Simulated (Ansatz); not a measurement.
# Two structures, one formula

The two ends of one reaction step of CH$_{6}$GeS, closed shell (PBE0-D4/def2-TZVP).

A:

| atom | x (Å) | y (Å) | z (Å) |
| --- | --- | --- | --- |
| Ge1 | -0.0920 | 0.7574 | -0.3378 |
| S2 | 2.0667 | 0.6032 | -0.8782 |
| C3 | -0.7534 | -0.9412 | 0.3496 |
| H4 | -0.5976 | -1.7252 | -0.3916 |
| H5 | -0.7776 | 1.1437 | -1.6579 |
| H6 | -0.2801 | 1.8798 | 0.7001 |
| H7 | 2.4729 | 0.3585 | 0.3784 |
| H8 | -0.2199 | -1.2088 | 1.2625 |
| H9 | -1.8191 | -0.8673 | 0.5748 |

B:

```
atom    x (Å)    y (Å)    z (Å)
 Ge1  -0.7953   0.8434   0.0244
  S2   2.3607   0.0473  -1.1132
  C3  -1.4865  -0.6447   0.6898
  H4   1.6743  -1.1041  -1.0471
  H5  -1.0175   1.2788  -1.4208
  H6  -0.0358   1.8497   0.8849
  H7   2.6869  -0.0164   0.1868
  H8  -1.3398  -0.9216   1.7256
  H9  -2.0468  -1.3323   0.0695
```

Ansatz 0.2.0; basis: def2-TZVPP; cores frozen in the correlated methods. Filled d shells of the heavier atoms are correlated. The def2 sets are not built for correlating such inner shells, so the correlated values are less sure here. B3LYP uses VWN-RPA correlation.

(1) Which structure is lower at CCSD(T), and by how much? (An estimate is asked for; the value comes from the calculation.)

No T1 diagnostic of these runs exceeds 0.014. The restricted Hartree–Fock reference is unstable towards an unrestricted one at one or more of these structures.

Results:

(1) The calculation gives: A, by 60.95 kcal/mol (electronic energy, against the other). By their contacts, A is CH₆GeS ([CH3][GeH2][SH]) and B is a complex of CH₄Ge ([CH2][GeH2]) + H₂S.

All methods give the same order:

| method | E(B) − E(A) (kcal/mol) |
| --- | --- |
| SPW92 | 62.13 |
| PBE-D4 | 59.60 |
| BLYP-D4 | 55.96 |
| r2SCAN-D4 | 62.87 |
| B97M-V | 62.35 |
| PBE0-D4 | 64.14 |
| B3LYP-D4 | 60.04 |
| r2SCAN0-D4 | 65.76 |
| BHLYP-D4 | 64.91 |
| CAM-B3LYP-D4 | 62.51 |
| wB97X-V | 65.16 |
| wB97M-V | 62.80 |
| B2PLYP | 60.78 |
| PBE-QIDH | 66.26 |
| RPA on PBE | 59.22 |
| HF | 67.06 |
| MP2 | 63.05 |
| CCSD | 62.42 |
| CCSD(T) | 60.95 |

Labels in which every atom is bracketed show which atoms are joined, not bond orders.

For scale, one of the runs: CCSD(T)/def2-TZVPP, 205 basis functions, launched by `ansatz run in.yaml --threads 4 --pin off --events-out ev --progress --plain --max-ram 9574MiB`. Hardware: 4 CPU threads of an Arm Neoverse V2, shared host. Wall time 44 s; peak host memory 2.5 GiB.
